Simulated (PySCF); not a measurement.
C3H9B.
Z-matrix (Å and degrees, GFN2-xTB geometry), rows numbered from 1:
```
B 
C   1  1.5671
C   2  1.5306  1  117.23
C   3  1.5247  2  111.99  1  -179.64
H   1  1.1694  2  121.51  3     1.65
H   1  1.1702  2  118.89  3  -178.80
H   2  1.0960  1  109.11  3   123.94
H   2  1.0965  1  108.38  3  -123.34
H   3  1.0920  2  109.39  1   -58.30
H   3  1.0919  2  109.27  1    59.19
H   4  1.0879  3  110.81  2   179.86
H   4  1.0886  3  110.56  2    59.75
H   4  1.0886  3  110.54  2   -60.09
```

The closed-shell SCF was solved with PySCF and density fitting under several settings on one GFN2-xTB geometry (grid level 2 and gas phase unless stated).

| settings | basis functions | SCF cycles | E (Eh) | HOMO (eV) | LUMO (eV) | dipole (D) |
| --- | --- | --- | --- | --- | --- | --- |
| PBE0/pcSseg-1 | 113 | 12 | -144.3497 | -8.71 | -1.28 | 0.51 |
| wB97X-D/def2-SVPD | 152 | 11 | -144.4190 | -10.60 | 0.70 | 0.51 |
| HSE06/cc-pVDZ, IEF-PCM dichloromethane | 101 | 12 | -144.3854 | -8.09 | -1.47 | 0.70 |
| PBE0/def2-SVP | 101 | 12 | -144.2644 | -8.65 | -1.20 | 0.57 |
| HSE06/def2-SVPD | 152 | 12 | -144.2838 | -8.31 | -1.66 | 0.55 |
| PW91/STO-3G | 29 | 10 | -142.7541 | -6.00 | 0.22 | 0.55 |
| B97-2/6-311+G(2d,p) | 162 | 12 | -144.5540 | -8.41 | -1.28 | 0.52 |
| HCTH407/def2-SVP | 101 | 12 | -144.4772 | -7.46 | -2.24 | 0.61 |

Task: Estimate the row for these settings: X3LYP/cc-pVTZ, fitting basis def2-universal-jkfit, energy threshold 1e-06 Eh.

Result: 
| settings | basis functions | SCF cycles | E (Eh) | HOMO (eV) | LUMO (eV) | dipole (D) |
| --- | --- | --- | --- | --- | --- | --- |
| X3LYP/cc-pVTZ, fitting basis def2-universal-jkfit, energy threshold 1e-06 Eh | 246 | 7 | -144.5384 | -8.50 | -1.44 | 0.53 |

Task: Over all rows, what range does the HOMO–LUMO gap span?

Result: From 5.22 eV (HCTH407/def2-SVP) to 11.30 eV (wB97X-D/def2-SVPD). The functional of the narrowest has no exact exchange, that of the widest range-separated exact exchange.

Task: And the dipole moment?

Result: From 0.51 D to 0.70 D; the largest is 1.37 times the smallest, and the median is 0.55 D.

Task: Compare two rows with the functional PBE0: PBE0/def2-SVP and PBE0/pcSseg-1. Which energy is lower, and by how much?

Result: PBE0/pcSseg-1 (113 functions) lies 0.0853 Eh or 54 kcal/mol below PBE0/def2-SVP (101 functions).

wB97X-D ran without the empirical dispersion term, which would shift the total energy alone. Cycle counts include a coarse-grid stage where the run had one. All basis functions are spherical, in the Pople sets too. The structure is a single GFN2-xTB conformer; no vibrational corrections.
